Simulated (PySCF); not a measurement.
# A small calculation by hand: oscillator strength and radiative lifetime

Si(Cl)(NCO)(OH)2 (CH₂ClNO₃Si), SMILES O=C=N[Si](O)(O)Cl.

Geometry: PBE-D3(BJ)/def2-SVP. The structure was generated by enumeration, and PubChem lists no compound with its InChIKey, so it may never have been made. The values are those of a single conformer.

TDA-LC-ωPBE/def2-SVPD in PySCF puts the first singlet state with f over 0.02 at 8.87 eV (vertical), with the transition dipole (0.249, -0.102, 0.377) in atomic units.

**Question.** Find the oscillator strength, the wavelength and the radiative lifetime that this transition would have in vacuum if emission retraced absorption.

**Answer.** 
|μ|² = 0.2145 au, so |μ| = 1.18 D. ΔE = 8.87/27.211 = 0.3260 hartree. f = (2/3) ΔE |μ|² = 0.047 (the program prints 0.047).
λ = 1239.84/8.87 = 140 nm; ν = 71541 cm⁻¹.
Einstein's coefficient A = 0.6670 ν² f s⁻¹ (ν in cm⁻¹) = 1.6e8 s⁻¹, so τ = 1/A = 6.3 ns. This state is S6; the lower singlets have f = 0.000, 0.000, 0.001, 0.001, 0.000. The figure is the radiative limit of this one transition; relaxation, internal conversion, crossing to triplets and a medium change what is measured.
